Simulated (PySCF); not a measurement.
Si(H)(Cl)(Br)(NH2), H3BrClNSi, SMILES N[SiH](Cl)Br, PBE0/def2-SVP optimised geometry.

```
7

Si    -0.85    -0.69     0.00
N     -1.36    -1.51     1.41
Cl    -1.45    -1.56    -1.78
Br     1.37    -0.69     0.00
H     -1.37     0.69     0.00
H     -2.32    -1.44     1.71
H     -0.93    -2.39     1.68
```

Density from PBE0/def2-TZVP in PySCF 2.14.0 at that geometry.

Minimum of the electron density along straight lines between bonded atoms, close to the bond critical point (lines longer than 1.1 times the sum of covalent radii, or with two minima, are not listed):

| bond | length / Å | ρ at the minimum / e bohr⁻³ | ∇²ρ there / e bohr⁻⁵ | position (fraction from the first atom) |
|---|---|---|---|---|
| Si1–N2 | 1.704 | 0.139 | 0.61 | 0.40 |
| Si1–Cl3 | 2.074 | 0.097 | 0.20 | 0.36 |
| Si1–Br4 | 2.217 | 0.091 | 0.08 | 0.35 |
| Si1–H5 | 1.480 | 0.127 | 0.13 | 0.49 |
| N2–H6 | 1.014 | 0.330 | -1.63 | 0.74 |
| N2–H7 | 1.014 | 0.331 | -1.65 | 0.74 |
